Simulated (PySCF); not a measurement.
**Iodine: a sound run and one with changed settings**

Sound run: I+ [Kr] 4d10 5s2 5p4, I(2+) [Kr] 4d10 5s2 5p3. All numbers are calculated (PySCF 2.14, a scalar-relativistic core potential, in def2-TZVP with the def2 core potential (28 electrons)). In the sound run the correlated levels freeze 4s2 4p6 4d10 outside the core potential. The sound run starts from symmetry-adapted Hartree-Fock orbitals and uses a fine grid where one is needed.

Changed run: a valence shell is frozen. This setting is unsound on purpose.

| species | method | sound run (hartree) | changed run (hartree) | converged |
| --- | --- | --- | --- | --- |
| I+ | MP2 | -296.39512 | -296.34768 | yes |
| I+ | CCSD(T) | -296.41562 | -296.35588 | yes |
| I(2+) | MP2 | -295.72317 | -295.67196 | yes |
| I(2+) | CCSD(T) | -295.73813 | -295.67604 | yes |

Ionisation energy of I+:

```json
{"method": "UHF", "sound run (eV)": "17.688", "changed run (eV)": "17.688"}
{"method": "MP2", "sound run (eV)": "18.285", "changed run (eV)": "18.387"}
{"method": "SCS-MP2", "sound run (eV)": "18.344", "changed run (eV)": "18.530"}
{"method": "CCSD", "sound run (eV)": "18.413", "changed run (eV)": "18.478"}
{"method": "CCSD(T)", "sound run (eV)": "18.435", "changed run (eV)": "18.499"}
```

Freezing a valence shell removes pair correlation that changes on ionisation.

For comparison, NIST gives 19.131 eV between the lowest levels.
